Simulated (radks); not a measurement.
Results of a calculation; reference values are marked as such.
Problem. These are the eigenvalues of the occupied orbitals of an atom or ion with whole-number occupations (hartree). Level of theory: scalar-relativistic Kohn-Sham, SCAN, spin-polarised, spherical densities, finite nucleus; meta-GGA in the generalised Kohn-Sham scheme; Fermi nuclear charge, rms radius of each element as measured or else 0.836 A^(1/3) + 0.57 fm (a radial shooting solver on a logarithmic mesh with Libxc functionals).

1s up: -2556.560
1s down: -2556.559
2s up: -442.4486
2s down: -442.4435
2p up: -386.8673
2p down: -386.8623
3s up: -102.5299
3s down: -102.5289
3p up: -85.96567
3p down: -85.96413
3d up: -66.88122
3d down: -66.87725
4s up: -21.56789
4s down: -21.56024
4p up: -16.10925
4p down: -16.10179
4d up: -9.16755
4d down: -9.15758
5s up: -3.24822
5s down: -3.19134
5p up: -1.91813
5p down: -1.84142
4f up: -1.51306
4f down: -1.49240
6s up: -0.49460
5d up: -0.47257

Which element is it, and in what charge state? The configuration may be excited. Open shells, if any, are filled with parallel spins first.

Solution. Z = 74, tungsten, charge +1: W+ in [Xe] 4f14 5d4 6s1. The list shows which subshells hold electrons but not how many an open one holds; the 1s level, -2556.6 hartree, gives Z - s = 71.5 by -(Z - s)^2/2, which with screening and relativity narrows Z to a few neighbours, and the depths of the outer levels then fix element, charge and occupations together.
